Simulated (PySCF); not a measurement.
# Two-component Hartree-Fock for Tb³⁰⁺ (terbium, charge +30)

Start: [Ar] 3d10 4s2 4p5; 4p1/2 filled at m_j = -1/2, +1/2; 4p3/2 filled at m_j = -1/2, +1/2, +3/2. Calculated with PySCF 2.14 in an even-tempered Gaussian basis (17 s from 2.8 bohr⁻², ratio 2.8; 14 p from 3.6 bohr⁻², ratio 2.8; 8 d from 6.4 bohr⁻², ratio 2.8; 4 f from 19 bohr⁻², ratio 3): generalised Hartree-Fock with the X2C-1e Hamiltonian and a Gaussian nucleus; one run each with spin-orbit coupling (SO) switched off, then screened by Boettger's factors.

```csv
spinor shell,electrons,"ε, spin-free (eV)","ε, screened SO (eV)",weight of nominal j (screened SO),"rms radius, screened SO (bohr)"
1s1/2,2,-53369.9,-53358.9,1.000,0.0245
2s1/2,2,-9893.3,-9889.5,1.000,0.0989
2p1/2,2,-8911.3,-9438.7,1.000,0.0846
2p3/2,4,-8911.3,-8685.6,1.000,0.0911
3s1/2,2,-3065.8,-3064.2,1.000,0.252
3p1/2,2,-2755.3,-2869.1,1.000,0.243
3p3/2,4,-2755.3,-2705.2,1.000,0.256
3d3/2,4,-2356.0,-2376.2,1.000,0.228
4s1/2,2,-1337.9,-1337.3,1.000,0.536
4p1/2,2,-1221.2,-1254.2,0.998,0.538
4p3/2,3,-1221.2,-1206.5,0.999,0.562
```

Problem. Where does 3d5/2 lie, and what is the 3d spin-orbit splitting (screened SO)?

Solution. At -2340.6 eV, 35.573 eV above 3d3/2.

```tsv
quantity	spin-free	screened SO
E (hartree)	-11234.89517	-11243.57791
M_J	3/2	3/2
⟨J²⟩	3.751	3.751
⟨L²⟩	2.001	2.042
⟨S²⟩	0.750	0.791
```

Each row is a mean over spinors that exchange with the open shell spreads, by up to 10.463 eV (4s1/2).

Breit and QED terms are absent; they matter most for the inner s and p1/2 levels.

Densities and radii are taken from the X2C orbitals without a picture-change correction, which distorts them close to the nucleus.

Without spin-orbit coupling the j labels of p, d and f shells carry no meaning; the spin-free column gives the mean over the occupied spinors of each nl shell.
